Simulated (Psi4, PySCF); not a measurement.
The Psi4 input:
```
memory 2 GB

molecule {
1 2
C     1.28326055   -1.61852252   -0.18269265
Si   -0.01244605   -0.16470319    0.02878020
C    -1.50051811   -1.25652796    0.68507829
Cl    0.59275738    1.10582814    1.44024366
Cl   -0.46164787    0.62919309   -1.74342086
H     0.91558411   -2.34745596   -0.89758167
H     2.20061141   -1.16991748   -0.55367409
H     1.46895957   -2.09730723    0.77327666
H    -2.33287650   -0.58039578    0.85952341
H    -1.77836292   -1.99714285   -0.05781342
H    -1.22498746   -1.74699412    1.61304491
}

set {
  basis sto-3g
  reference uhf
  freeze_core true
  mp2_type conv
  scf_type pk
  puream true
  d_convergence 1e-8
}

energy('mp2')
print_variables()
```

Question: Convert this to an input for PySCF.

Answer: Several could match; the one computed here: 
```python
from pyscf import gto, scf, mp

mol = gto.Mole()
mol.atom = '''
    C     1.283261   -1.618523   -0.182693
    Si   -0.012446   -0.164703    0.028780
    C    -1.500518   -1.256528    0.685078
    Cl    0.592757    1.105828    1.440244
    Cl   -0.461648    0.629193   -1.743421
    H     0.915584   -2.347456   -0.897582
    H     2.200611   -1.169917   -0.553674
    H     1.468960   -2.097307    0.773277
    H    -2.332876   -0.580396    0.859523
    H    -1.778363   -1.997143   -0.057813
    H    -1.224987   -1.746994    1.613045
'''
mol.basis = 'sto-3g'
mol.charge = 1
mol.spin = 1
mol.verbose = 4
mol.build()

mf = scf.UHF(mol)
mf.kernel()

pt = mp.MP2(mf, frozen=17)
pt.kernel()
print('E(MP2) = %.10f' % pt.e_tot)
```

Both were run: Psi4 gave -1273.033260 Eh and PySCF -1273.033260 Eh, 0.000 mEh apart.
